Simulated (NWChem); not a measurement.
System: SiNH₅O₂; SMILES N[SiH](O)O

```xyz
9

Si    -0.0452     0.0103     0.3302
N     -0.2429    -1.5758    -0.2847
O     -1.1661     1.0754    -0.2692
O      1.4066     0.6823    -0.1295
H     -0.1540    -0.1263     1.8089
H     -0.7132    -2.2719     0.2816
H     -0.3955    -1.7407    -1.2737
H     -0.8243     1.9551    -0.4560
H      2.1777     0.1178    -0.0269
```
Atoms are numbered in this order, from 1.

Level: PBE0/def2-SVP (NWChem), optimised geometry, unscaled harmonic frequencies. 

### Question
List the harmonic frequencies with IR intensities, and the thermochemistry.

### Answer
```tsv
frequency (cm⁻¹)	IR intensity (km/mol)
140	156.0
181	17.3
212	34.5
309	49.4
352	0.5
365	77.3
420	177.3
735	29.5
785	110.3
816	129.1
826	120.1
847	39.4
907	19.0
957	253.6
999	309.7
1540	63.7
2255	173.3
3616	32.2
3717	39.2
3929	97.3
3940	90.1
```

| Quantity | Value |
|---|---|
| zero-point energy | 39.8 kcal/mol |
| thermal correction to the enthalpy at 298.15 K (with zero-point energy) | 44.5 kcal/mol |
| heat capacity Cv | 22.4 cal/(mol K) |
| entropy at 298.15 K and 1 atm (symmetry number 1) | 77.1 cal/(mol K) |
| dipole moment | 1.49 D |

Rigid rotor and harmonic oscillator.
